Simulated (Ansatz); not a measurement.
Reaction (ligand exchange at the Si–O bond): `B[SiH2]O[SiH2]F` + `[SiH3]P` → `F[SiH2]P[SiH3]` + `B[SiH2]O`

Program: Ansatz. Geometries: PBE0-D4/def2-TZVP. ΔE: electronic, gas phase. CCSD(T)/CBS adds triple-zeta CCSD(T) − MP2 to the extrapolated MP2 energy (def2 sets, frozen cores). This one scheme is used for every species. Functionals use def2-TZVPP. B3LYP here is the variant with VWN-RPA as its local correlation; programs differ in this. Each species was taken in one conformer, which may not be the lowest.

`B[SiH2]O[SiH2]F`:

Z-matrix (Å, degrees):
```
Si
O 1 1.651
B 1 2.004 2 114.9
H 1 1.491 2 107.4 3 121.5
H 1 1.490 2 108.1 3 -122.4
Si 2 1.615 1 144.6 3 11.0
H 3 1.196 1 123.9 2 1.0
H 3 1.197 1 118.6 2 -179.3
F 6 1.596 2 109.6 1 53.8
H 6 1.480 2 110.9 1 -63.8
H 6 1.476 2 108.8 1 171.4
```

`[SiH3]P`:

Cartesian coordinates in Å:
```
Si 0.319 0.275 -0.702
P -1.150 -0.537 0.804
H -0.221 1.558 -1.224
H 0.414 -0.698 -1.821
H 1.679 0.512 -0.151
H -0.794 0.411 1.801
H -0.248 -1.520 1.294
```

`F[SiH2]P[SiH3]`:

Cartesian coordinates in Å:
```
F 1.329 -1.976 1.150
Si 0.353 -0.741 1.448
P 0.994 0.964 0.145
Si -0.350 0.458 -1.593
H -1.031 -1.220 1.200
H 0.512 -0.350 2.870
H 0.065 1.847 0.763
H -1.768 0.267 -1.194
H 0.163 -0.799 -2.194
H -0.268 1.551 -2.595
```

`B[SiH2]O`:

Z-matrix (Å, degrees):
```
Si
O 1 1.655
B 1 2.005 2 116.3
H 1 1.500 2 111.2 3 -120.2
H 1 1.486 2 105.1 3 123.8
H 2 0.958 1 117.3 3 44.7
H 3 1.197 1 119.0 2 169.2
H 3 1.197 1 124.0 2 -13.6
```

```
             level  ΔE (kJ/mol)  difference from CCSD(T)/CBS
            PBE-D4         84.9                        -22.0
         r2SCAN-D4        101.6                         -5.3
           PBE0-D4         92.6                        -14.3
          B3LYP-D4        109.2                          2.3
           ωB97X-V        106.3                         -0.6
           ωB97M-V        107.4                          0.5
            B2PLYP        112.4                          5.5
               PBE         86.2                        -20.7
            r2SCAN        101.6                         -5.3
              PBE0         93.7                        -13.2
             B3LYP        111.5                          4.6
     HF/def2-TZVPP        135.7                         28.8
    MP2/def2-TZVPP        108.7                          1.8
SCS-MP2/def2-TZVPP        115.3                          8.4
   CCSD/def2-TZVPP        114.5                          7.6
CCSD(T)/def2-TZVPP        109.8                          2.9
     HF/def2-QZVPP        138.0                         31.1
    MP2/def2-QZVPP        107.8                          0.9
SCS-MP2/def2-QZVPP        114.4                          7.5
      HF/CBS(def2)        138.3                         31.4
     MP2/CBS(def2)        105.8                         -1.1
    CCSD/CBS(def2)        111.7                          4.8
       CCSD(T)/CBS        106.9                            0
```

Largest T1 diagnostic among the species: 0.013.

From PBE to PBE0 (25 % exact exchange), in def2-TZVPP and without D4, ΔE moves by +7.5 kJ/mol. In def2-TZVPP, CCSD(T) changes the Hartree–Fock value by −25.9 kJ/mol (the triples alone add −4.7 kJ/mol) and MP2 by −27.0 kJ/mol.
